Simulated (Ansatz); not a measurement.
`[Br][Al]([Br])[Br]` + H₂S → `[SH][Al]([Br])[Br]` + HBr at 298.15 K and 1 bar (ligand exchange at the Al–Br bond).

Program: Ansatz. Geometries: PBE0-D4/def2-TZVP. ΔE: electronic, gas phase. CBS: MP2 limit from def2 TZ/QZ plus the TZ coupled-cluster correction, frozen cores. This one scheme is used for every species. For Br outer-core shells are correlated without core-valence functions, which leaves a few kJ/mol of doubt a bond. Scalar relativity is left out up to krypton. Each species was taken in one conformer, which may not be the lowest.

```csv
species,CCSD(T)/CBS energy (Eh),H − E (kJ/mol),S (J/(mol·K))
`[Br][Al]([Br])[Br]`,-7962.17915,27.5,348.7
H₂S,-398.97279,49.9,205.7
`[SH][Al]([Br])[Br]`,-5787.21638,51.2,362.0
HBr,-2573.91920,24.6,198.6
```

H − E and S are ideal-gas, rigid-rotor, harmonic terms from PBE0-D4/def2-TZVP, for one conformer and one mirror image of each species. 1 Eh = 2625.50 kJ/mol, R = 8.31446 J/(mol·K).

Q: By hand: ΔE, ΔH, ΔS and ΔG.

A: ΔE = (-5787.21638) + (-2573.91920) − (-7962.17915) − (-398.97279) = 0.01636 Eh = 43.0 kJ/mol. Δ(H − E) = 51.2 + 24.6 − 27.5 − 49.9 = -1.6, so ΔH = 41.4 kJ/mol. ΔS = 362.0 + 198.6 − 348.7 − 205.7 = 6.2 J/(mol·K). ΔG = 41.4 − 298.15 × (6.2)/1000 = 39.6 kJ/mol.

Q: By hand: the equilibrium constant, and the temperature at which ΔG would vanish if ΔH and ΔS stayed fixed.

A: log₁₀ K = −ΔG/(RT ln 10) = -6.9. ΔG = 0 at ΔH/ΔS = 6677 K, far beyond where these terms or the molecules hold.

The number of gas molecules stays the same, so ΔS is small and ΔH decides. A doubt of 5 kJ/mol in ΔE shifts log₁₀ K by 0.9 here. Other conformers and mirror images would add mixing entropy, several J/(mol·K) or more a flexible species. These are equilibria of isolated gas molecules and say nothing of rates. Largest T1 diagnostic: 0.009 (customary marks: 0.02 for closed shells, 0.045 for open ones).
